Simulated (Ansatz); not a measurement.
# Abstraction of F: C2HF3Si + CH2F → C2HF2Si + CH2F2

Species: C2HF3Si `C#C[Si](F)(F)F`, singlet; CH2F `[CH2]F`, doublet; C2HF2Si `C#C[Si](F)F`, doublet; CH2F2 (difluoromethane) `FCF`, singlet. A radical takes F: the energy is the difference in strength between the Si–F bond broken and the C–F bond made.

Shapes, held fixed at every level: PBE0-D4/def2-TZVP. Programs: Ansatz 0.2.0. The zero-point and thermal change to 298 K, harmonic and unscaled (PBE0-D4/def2-TZVP), is +8.8 kJ/mol.

```csv
level,kind,ΔH(298 K) (kJ/mol),less CCSD(T)/CBS estimate,CPU time (sum over the molecules)
PBE-D4/def2-TZVPP,GGA,+159.3,-35.6,19 s
r2SCAN-D4/def2-TZVPP,meta-GGA,+185.6,-9.3,42 s
BHLYP-D4/def2-TZVPP,global hybrid,+198.7,+3.8,22 s
wB97X-V/def2-TZVPP,range-separated hybrid,+183.7,-11.2,59 s
B2PLYP/def2-TZVPP,double hybrid,+187.7,-7.2,36 s
CCSD(T)/def2-TZVPP,coupled cluster or CI,+191.1,-3.8,15 min
CCSD(T)/CBS estimate,coupled cluster or CI,+194.9,0.0,19 min
```

The highest level, CCSD(T)/CBS estimate, gives ΔH(298 K) = +194.9 kJ/mol; the levels span +159.3 to +198.7. The column of differences is taken from that level and isn't an error. No measured value is set beside it here. Open shells run unrestricted. The CBS estimate extrapolates MP2 from def2-TZVPP and def2-QZVPP and adds CCSD(T) − MP2 in the triple-zeta set, cores frozen. Times are processor times on shared x86 and Arm servers, and rough.
